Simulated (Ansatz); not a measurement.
`CO[SiH2]S[SiH2]O` + H–F → `CO[SiH2]F` + `O[SiH2]S`  (ligand exchange at the Si–S bond)

Calculated with Ansatz (gas phase, PBE0-D4/def2-TZVP geometries, no zero-point term in ΔE). CCSD(T)/CBS is the MP2 limit (def2-TZVPP, def2-QZVPP) plus CCSD(T) − MP2 in def2-TZVPP, frozen cores. This one scheme is used for every species. DFT in def2-TZVPP. B3LYP here is the variant with VWN-RPA as its local correlation; programs differ in this. Each species was taken in one conformer, which may not be the lowest.

`CO[SiH2]S[SiH2]O`:

```xyz
14

C     1.218   -1.102   -1.339
O     0.057   -0.289   -1.282
Si   -1.252   -0.713   -0.369
S    -0.787   -0.668    1.706
Si   -0.274    1.420    1.747
O     0.900    1.781    0.665
H     0.968   -2.124   -1.642
H     1.894   -0.673   -2.080
H     1.723   -1.134   -0.369
H    -1.680   -2.100   -0.676
H    -2.277    0.296   -0.716
H     0.248    1.708    3.099
H    -1.512    2.194    1.472
H     0.775    1.403   -0.215
```

H–F:

Z-matrix (Å, degrees):
```
F
H 1 0.920
```

`CO[SiH2]F`:

```xyz
9

C     0.671    0.483    1.099
O     0.486    0.513   -0.300
Si   -0.606   -0.366   -1.118
F    -0.212   -1.914   -1.120
H     1.305   -0.361    1.386
H     1.161    1.410    1.399
H    -0.284    0.404    1.632
H    -0.585    0.116   -2.511
H    -1.936   -0.285   -0.467
```

`O[SiH2]S`:

```xyz
7

O     0.687   -0.946   -0.944
Si   -0.338    0.201   -0.370
S     0.118    0.831    1.616
H     1.627   -0.768   -0.878
H    -0.269    1.466   -1.144
H    -1.675   -0.421   -0.452
H    -0.150   -0.363    2.172
```

CCSD(T)/CBS gives -69.2 kJ/mol.

(1) Another level gave -94.7 kJ/mol. Which?
A. B3LYP-D4/def2-TZVPP
B. CCSD/def2-TZVPP
C. MP2/def2-TZVPP
D. B3LYP/def2-TZVPP

Largest T1 diagnostic among the species: 0.012.

Answers

(1) D. B3LYP -94.7, B3LYP-D4 -73.0, MP2/def2-TZVPP -66.1, CCSD/def2-TZVPP -80.1 kJ/mol.

In def2-TZVPP, CCSD(T) changes the Hartree–Fock value by +40.0 kJ/mol (the triples alone add +7.5 kJ/mol) and MP2 by +46.5 kJ/mol. The D4 term adds +21.6 kJ/mol with B3LYP and +12.2 kJ/mol with PBE0; it sums over pairs of atoms, weighted by their polarisabilities, and B3LYP, whose exchange is more repulsive, gets the larger term.
